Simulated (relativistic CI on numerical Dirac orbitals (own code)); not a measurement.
d1 to d9 in one octahedral field

Computed with a parametric ligand-field model without spin-orbit coupling, by exact diagonalisation: B = 800, C = 3070, 10Dq = 26000 cm⁻¹ (Oh; |10Dq|/B = 32.5) for every shell. Energies in cm⁻¹; the field energy is (0.6 n_e − 0.4 n_t2) × 10Dq of the ground term; g labels are left out.

| Shell | Ground term | Electrons in e | Field energy | First spin-allowed bands | Lowest term of other spin |
| --- | --- | --- | --- | --- | --- |
| d1 | 2T2 | 0.000 | -10400 | 2E 26000 |  |
| d2 | 3T1 | 0.020 | -20288 | 3T2 24280, 3T1 34560 | 1T2 11319 |
| d3 | 4A2 | 0.000 | -31200 | 4T2 26000, 4T1 34445 | 2E 15251 |
| d4 | 3T1 | 0.028 | -40871 | 3E 23236, 3T1 23988 | 5E 6903 |
| d5 | 2T2 | 0.051 | -50683 | 2A2 22216, 2T1 22510 | 4T1 11369 |
| d6 | 1A1 | 0.036 | -61459 | 1T1 23988, 1T2 34554 | 3T1 17343 |
| d7 | 2E | 1.026 | -46111 | 2T1 23801, 2T2 24460 | 4T1 10823 |
| d8 | 3A2 | 2.000 | -31200 | 3T2 26000, 3T1 34445 | 1E 12395 |
| d9 | 2E | 3.000 | -15600 | 2T2 26000 |  |

Low spin: d4, d5, d6, d7; the other shells keep the spin of the free ion. Only d4 to d7 can choose; the field needed to pair spins is smallest for d6 and largest for d5, which loses most exchange energy. In the strong-field picture 10Dq must exceed about 6B + 5C = 20150 (d4), 7.5B + 5C = 21350 (d5), 2.5B + 4C = 14280 (d6) and 4B + 4C = 15480 (d7); mixing of terms shifts these bounds somewhat.
